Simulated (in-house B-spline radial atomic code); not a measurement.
Ionisation energies along the 10-electron series, configuration [He] 2s2 2p6, as differences of self-consistent energies. NIST's values go from ground level to ground level; the uncertainty of those that are theory runs from under 0.1 % in few-electron ions to several per cent in heavy many-electron ones. Computed with an all-electron radial atomic-structure program (B-spline basis): non-relativistic Hartree-Fock, average of the configuration, point nuclei.

| ion | configuration after | ionisation energy (eV) | IE/(q+1)² (eV) | -ε less Coulomb ΔSCF (eV) | tabulated value (eV) | tabulated kind | computed minus tabulated (eV) |
| --- | --- | --- | --- | --- | --- | --- | --- |
| Ne | [He] 2s2 2p5 | 19.8 | 19.845 | 3.296 | 21.56454 | measured | -1.7 |
| Mg2+ | [He] 2s2 2p5 | 78.7 | 8.7389 | 3.1517 | 80.1436 | measured | -1.5 |
| Al3+ | [He] 2s2 2p5 | 118.6 | 7.4109 | 3.1215 | 119.9924 | measured | -1.4 |
| Si4+ | [He] 2s2 2p5 | 165.4 | 6.6167 | 3.1011 | 166.767 | measured | -1.4 |
| P5+ | [He] 2s2 2p5 | 219.1 | 6.0874 | 3.0864 | 220.43 | semi-empirical | -1.3 |
| S6+ | [He] 2s2 2p5 | 279.7 | 5.709 | 3.0752 | 280.954 | measured | -1.2 |
| Cl7+ | [He] 2s2 2p5 | 347.2 | 5.4247 | 3.0665 | 348.306 | measured | -1.1 |
| Ar8+ | [He] 2s2 2p5 | 421.5 | 5.2033 | 3.0595 | 422.6 | semi-empirical | -1.1 |
| K9+ | [He] 2s2 2p5 | 502.6 | 5.0259 | 3.0538 | 503.67 | semi-empirical | -1.1 |
| Ca10+ | [He] 2s2 2p5 | 590.5 | 4.8804 | 3.0491 | 591.6 | semi-empirical | -1.1 |
| Sc11+ | [He] 2s2 2p5 | ? | ? | ? | ? | measured | ? |
| Ti12+ | [He] 2s2 2p5 | 786.9 | 4.6561 | 3.0417 | 787.67 | measured | -0.8 |
| V13+ | [He] 2s2 2p5 | 895.3 | 4.5678 | 3.0388 | 896 | measured | -0.7 |
| Cr14+ | [He] 2s2 2p5 | 1010.5 | 4.4912 | 3.0362 | 1011.6 | semi-empirical | -1.1 |
| Mn15+ | [He] 2s2 2p5 | 1132.5 | 4.424 | 3.034 | 1133.7 | semi-empirical | -1.2 |
| Fe16+ | [He] 2s2 2p5 | ? | ? | ? | ? | semi-empirical | ? |
| Co17+ | [He] 2s2 2p5 | 1397.0 | 4.3119 | 3.0303 | 1397.2 | measured | -0.2 |
| Ni18+ | [He] 2s2 2p5 | 1539.5 | 4.2646 | 3.0287 | 1540.1 | measured | -0.6 |
| Cu19+ | [He] 2s2 2p5 | 1688.8 | 4.222 | 3.0273 | 1690.5 | semi-empirical | -1.7 |
| Zn20+ | [He] 2s2 2p5 | ? | ? | ? | ? | semi-empirical | ? |
| Ga21+ | [He] 2s2 2p5 | 2007.8 | 4.1483 | 3.0249 | 2010 | semi-empirical | -2.2 |

(1) Fill in the row of Sc11+.

(2) Fill in the row of Fe16+.

(3) Fill in the row of Zn20+.

(4) How far is this level of theory from the measured and semi-empirical values?

## Answers

(1) ionisation energy (eV): 685.3; IE/(q+1)² (eV): 4.759; -ε less Coulomb ΔSCF (eV): 3.0451; tabulated value (eV): 687.36; computed minus tabulated (eV): -2.1.

(2) ionisation energy (eV): 1261.4; IE/(q+1)² (eV): 4.3647; -ε less Coulomb ΔSCF (eV): 3.032; tabulated value (eV): 1262.7; computed minus tabulated (eV): -1.3.

(3) ionisation energy (eV): 1844.9; IE/(q+1)² (eV): 4.1834; -ε less Coulomb ΔSCF (eV): 3.026; tabulated value (eV): 1846.8; computed minus tabulated (eV): -1.9.

(4) Over those 21 rows the differences run from -2.23 to -0.151 eV (mean absolute value 1.3 eV). The calculation leaves out relativity, correlation and, in open shells, the multiplet splittings that an average leaves out.
